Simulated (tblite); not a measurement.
Compound: C8H8S.
Z-matrix (Å and degrees, GFN2-xTB geometry), rows numbered from 1:
```
S 
C   1  1.7968
C   2  1.5471  1  125.78
C   3  1.5426  2   89.56  1   133.41
C   4  1.5438  3   89.93  2    89.77
C   3  1.5432  2   89.49  1  -136.47
C   6  1.5431  3   90.65  2     0.06
C   7  1.5426  2   89.57  1  -133.36
C   2  1.5426  1  123.60  3   119.10
H   1  1.3318  2   94.88  3    61.61
H   3  1.0832  2  125.21  1    -1.43
H   4  1.0828  3  124.94  2  -134.94
H   5  1.0827  4  125.27  3   134.62
H   6  1.0833  3  124.99  2   135.05
H   7  1.0832  2  125.19  1     1.46
H   8  1.0829  5  125.64  4  -134.93
H   9  1.0824  2  124.83  1    -0.07
```

Method: GFN2-xTB as coded in tblite; computed harmonic values from a numerical Hessian at the method's own geometry, unscaled. Errors from tens to a few hundred cm⁻¹ against measured bands are possible. Modes of hydrogen on sulfur can be 10 to 20 % off. One conformer, not necessarily the lowest.

Harmonic wavenumbers (cm⁻¹): 146.3, 192.6, 211.7, 399.3, 627.9, 635.2, 723.4, 723.9, 784.0, 813.1, 902.9, 917.4, 919.3, 928.1, 934.6, 935.2, 952.7, 959.8, 961.5, 1036.9, 1052.0, 1062.5, 1109.8, 1117.8, 1123.0, 1130.2, 1136.3, 1141.9, 1143.9, 1158.9, 1159.8, 1203.7, 1206.8, 1215.9, 1222.1, 1222.3, 1226.4, 2425.1, 3021.3, 3028.2, 3029.3, 3033.2, 3035.8, 3040.2, 3047.4.

A = 3411, B = 1301, C = 1296 MHz; mass 136.035 u (most abundant isotopes); point group Cs, symmetry number 1.

Question: What is the zero-point energy?

Answer: ½Σν̃ = 29000 cm⁻¹ = 82.91 kcal/mol.

Question: Give the ideal-gas entropy at 400 K and 1 bar in the rigid-rotor, harmonic-oscillator model (classical rotation).

Answer: Translation 42.12, rotation 29.29, vibration 19.41: S = 90.8 cal/(mol K).

Question: And Cp and H(400 K) − H(0)?

Answer: Cp = 40.17 cal/(mol K), of which vibrations give 32.22 (their classical limit is 45 R = 89.4); H(400 K) − H(0) = 8.09 kcal/mol without the zero-point energy, 4.91 from vibrations.

Question: Blend soft modes into free rotors: weight 1/[1 + (100 cm⁻¹/ν̃)⁴] for the oscillator and the rest for a rotor with moment μB/(μ + B), μ = h/(8π²ν), B = 10⁻⁴⁴ kg m². What vibrational entropy results?

Answer: 19.29 cal/(mol K) in place of 19.41, which changes −T·S at 400 K by +0.05 kcal/mol.

Question: Which modes carry the vibrational entropy at 400 K?

Answer: 146.3 cm⁻¹: 3.29; 192.6 cm⁻¹: 2.76; 211.7 cm⁻¹: 2.58; 399.3 cm⁻¹: 1.43; 627.9 cm⁻¹: 0.74; 635.2 cm⁻¹: 0.73 cal/(mol K); the other 39 give 7.89 together.

Question: What must be added to the electronic energy to get the Gibbs energy at 400 K and 1 bar?

Answer: ZPE + [H(400 K) − H(0)] − T·S = 82.91 + 8.09 − 36.33 = 54.67 kcal/mol.

Hindered rotation and anharmonicity are outside this model. Other conformers, if any are populated, would add a mixing term that is left out.

Run on x86-64 server, one thread, no GPU (shared host). This covers the Hessian and the dipole derivatives.
